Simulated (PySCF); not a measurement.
Relaxation of singlet WFCl

These are results of PBE0/[W def2-TZVP with ECP60, F def2-TZVP, Cl def2-TZVP], scalar-relativistic core potentials, density fitting, no spin–orbit coupling, PySCF, not measurements. A (50,194) grid was used.

A hand-made linear start, of C∞v symmetry, held to at least that symmetry:

```xyz
3
charge 0 multiplicity 1, angstrom
W     0.0000    0.0000   -0.1864
F     0.0000    0.0000   -2.1964
Cl    0.0000    0.0000    2.1736
```

Optimiser trace:
```csv
step,E − E(last) (kJ/mol),largest gradient (Eh/bohr)
0,63.72,0.07713
1,2.71,0.01677
2,0.77,0.01382
3,0.00,0.00103
4,0.00,0.00005
```

It ends at C∞v with W–Cl 2.203 Å, W–F 1.831 Å; Cl–W–F 180.0°. No frequency check is given, so it may be a saddle point. Other isomers or separated fragments may lie lower.

Final geometry:
```xyz
3
charge 0 multiplicity 1, angstrom
W     0.0000    0.0000   -0.1775
F     0.0000    0.0000   -2.0081
Cl    0.0000    0.0000    2.0251
```

Stability towards spin polarisation was not tested. No spin–orbit coupling is included, which matters more the heavier the element.
